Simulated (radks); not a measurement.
Charge is removed step by step from the 4p3/2 level of Mo, starting from [Ar] 3d10 4s2 4p(1/2: 2, 3/2: 4) 4d5 5s1. Method: Dirac Kohn-Sham, PBE, spin-unpolarised, spherical densities, point nucleus; open shells fill j = l - 1/2 first; computed with a radial shooting solver on a logarithmic mesh with Libxc functionals.

| removed (e) | E - E(0) (eV) | eigenvalue (eV) | E minus straight line (eV) |
|---|---|---|---|
| 0 | 0.000 | -37.581 | 0.000 |
| 0.25 | 9.713 | -40.157 | -1.052 |
| 0.5 | 20.096 | -42.942 | -1.434 |
| 0.75 | 31.198 | -45.902 | -1.096 |
| 1 | 43.059 | -49.011 | 0.000 |

Removing the whole electron costs 43.059 eV by Delta-SCF, against 37.581 eV from minus the eigenvalue at the starting occupation. Slater's transition state (half an electron removed) gives 42.942 eV. Integrating minus the eigenvalue over the occupation (Janak's theorem) gives 43.059 eV. The mean slope of the eigenvalue, de/dn, is 11.4 eV per electron.
